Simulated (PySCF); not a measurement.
From one molecule to another.

First species: C₆H₁₄N (charge +1).
Structure used (GFN2-xTB), in Å, numbered top down from 1:
```
atom  x, y, z in Å
C1     2.5278    0.4446   -0.4156
C2     1.7786   -0.7904    0.0756
C3     0.5484   -0.4421    0.9098
N4    -0.4470    0.2954    0.1090
C5    -1.2402   -0.4612   -0.9063
C6    -2.5327    0.1847   -0.3959
C7    -1.7096    0.7356    0.7737
H8     3.4643    0.1432   -0.8749
H9     1.9676    0.9973   -1.1692
H10    2.7645    1.1110    0.4106
H11    2.4422   -1.3848    0.7036
H12    1.4903   -1.4126   -0.7732
H13    0.0746   -1.3465    1.2972
H14    0.8356    0.1907    1.7534
H15    0.0489    1.0811   -0.3221
H16   -1.1812   -1.5327   -0.7225
H17   -0.9576   -0.2538   -1.9361
H18   -2.9310    0.9515   -1.0537
H19   -3.3300   -0.5014   -0.1304
H20   -1.8594    0.2007    1.7103
H21   -1.7630    1.8067    0.9560
```

Second species: C3H6OS.
InChI=1S/C3H6OS/c1-3-5(2)4/h3H,1H2,2H3/t5-/m1/s1

Levels: PBE0/def2-SVPD for HOMO energy, LUMO energy, HOMO–LUMO gap, static isotropic polarisability and electronic spatial extent ⟨r²⟩ about the centre of nuclear charge; TDDFT PBE0/def2-SVPD for lowest singlet excitation; TDA PBE0/def2-SVPD for lowest triplet excitation (Tamm–Dancoff); GFN2-xTB for rotational constant A and rotational constant C. Geometries: GFN2-xTB. Each species is one conformer at its optimised geometry, gas phase, non-relativistic unless stated. Electronic properties by PySCF.

The conformers computed, where there is a choice (atom-mapped SMILES and torsion angles):
- `[CH3:1][CH2:2][CH2:3][NH+:4]1[CH2:5][CH2:6][CH2:7]1`: C1–C2–C3–N4 63°, C2–C3–N4–C5 74°
- `[CH2:1]=[CH:2][S@@:3]([CH3:4])=[O:5]`: C1–C2–S3–C4 -110°

Values for the first species:

```
HOMO energy                                                       : -13.93 eV
LUMO energy                                                       : -4.04 eV
HOMO–LUMO gap                                                     : 9.89 eV
Lowest singlet excitation                                         : 8.74 eV
Lowest triplet excitation (Tamm–Dancoff)                          : 8.53 eV
Static isotropic polarisability                                   : 71.5 au
Electronic spatial extent ⟨r²⟩ about the centre of nuclear charge : 959 bohr²
Rotational constant A                                             : 5.903 GHz
Rotational constant C                                             : 1.390 GHz
```

Q: Estimate the same properties for the second species, and the change in each.

A: 
```json
{"property": "HOMO energy", "first": "-13.93 eV", "second": "-6.92 eV", "second less first": "+7.01 eV"}
{"property": "LUMO energy", "first": "-4.04 eV", "second": "-0.61 eV", "second less first": "+3.43 eV"}
{"property": "HOMO–LUMO gap", "first": "9.89 eV", "second": "6.31 eV", "second less first": "-3.58 eV"}
{"property": "lowest singlet excitation", "first": "8.74 eV", "second": "5.12 eV", "second less first": "-3.62 eV"}
{"property": "lowest triplet excitation (Tamm–Dancoff)", "first": "8.53 eV", "second": "4.23 eV", "second less first": "-4.30 eV"}
{"property": "static isotropic polarisability", "first": "71.5 au", "second": "62.9 au", "second less first": "-8.6 au"}
{"property": "electronic spatial extent ⟨r²⟩ about the centre of nuclear charge", "first": "959 bohr²", "second": "512 bohr²", "second less first": "-447 bohr²"}
{"property": "rotational constant A", "first": "5.903 GHz", "second": "6.201 GHz", "second less first": "+0.298 GHz"}
{"property": "rotational constant C", "first": "1.390 GHz", "second": "2.761 GHz", "second less first": "+1.371 GHz"}
```

On the first: No computed singlet falls in the visible range (750 to 380 nm, 1.65 to 3.26 eV); S1 lies 5.48 eV above its blue end. The vertical singlet–triplet gap S1 − T1 is 0.21 eV (TDDFT singlet less Tamm–Dancoff triplet).

On the second: The principal polarisabilities are 51.8, 59.8 and 77.2 au; their mean is the isotropic value. The polarisability is 9.32 Å³ as a volume (1 au = 0.148185 Å³), or 1.31 au for each of the 48 electrons.
